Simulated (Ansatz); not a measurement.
Calculated with Ansatz (gas phase, PBE0-D4/def2-TZVP geometries, no zero-point term in ΔE). CCSD(T)/CBS adds triple-zeta CCSD(T) − MP2 to the extrapolated MP2 energy (def2 sets, frozen cores). This one scheme is used for every species. DFT in def2-TZVPP. def2 core potentials past Kr. For Se, Sn outer-core shells are correlated without core-valence functions, which leaves a few kJ/mol of doubt a bond. Scalar relativity is left out up to krypton. Each species was taken in one conformer, which may not be the lowest.

Reaction (cleavage of the Sn–Si bond): `[CH3][SnH2][SiH2]Cl` + H₂Se → `[CH3][SnH2][SeH]` + `[SiH3]Cl`

`[CH3][SnH2][SiH2]Cl`:

Z-matrix (Å, degrees):
```
C
Sn 1 2.141
H 1 1.090 2 109.9
H 1 1.090 2 109.9 3 120.2
H 1 1.090 2 109.4 3 -120.0
Si 2 2.567 1 109.1 3 174.7
H 2 1.710 1 109.9 3 54.8
H 2 1.713 1 110.2 3 -64.3
Cl 6 2.071 2 108.1 1 -47.2
H 6 1.486 2 112.3 1 70.6
H 6 1.485 2 113.4 1 -166.0
```

H₂Se:

Z-matrix (Å, degrees):
```
Se
H 1 1.467
H 1 1.467 2 91.2
```

`[CH3][SnH2][SeH]`:

```xyz
9

C     0.966   -0.882   -0.474
Sn   -0.018    0.654    0.637
Se   -2.088    1.415   -0.622
H     1.225   -0.503   -1.462
H     0.300   -1.738   -0.582
H     1.873   -1.196    0.044
H    -0.480    0.093    2.185
H     0.939    2.062    0.769
H    -2.719    0.095   -0.494
```

`[SiH3]Cl`:

```xyz
5

Si   -0.066   -0.037   -0.104
Cl    0.992    0.559    1.552
H     0.373    0.775   -1.261
H    -1.508    0.175    0.158
H     0.209   -1.472   -0.346
```

CCSD(T)/CBS gives -60.4 kJ/mol.

(1) Another level gave -57.5 kJ/mol. Which?
A. HF/def2-TZVPP
B. PBE-D4/def2-TZVPP
C. MP2/def2-TZVPP
D. CCSD/def2-TZVPP

Largest T1 diagnostic among the species: 0.011.

Results:

(1) D. CCSD/def2-TZVPP -57.5, PBE-D4 -47.6, MP2/def2-TZVPP -61.8, HF/def2-TZVPP -75.5 kJ/mol.

In def2-TZVPP, CCSD(T) changes the Hartree–Fock value by +19.3 kJ/mol (the triples alone add +1.3 kJ/mol) and MP2 by +13.6 kJ/mol. The D4 term adds +3.5 kJ/mol with B3LYP and +2.3 kJ/mol with PBE0; it sums over pairs of atoms, weighted by their polarisabilities, and B3LYP, whose exchange is more repulsive, gets the larger term.

B3LYP here is the variant with VWN-RPA as its local correlation; programs differ in this.
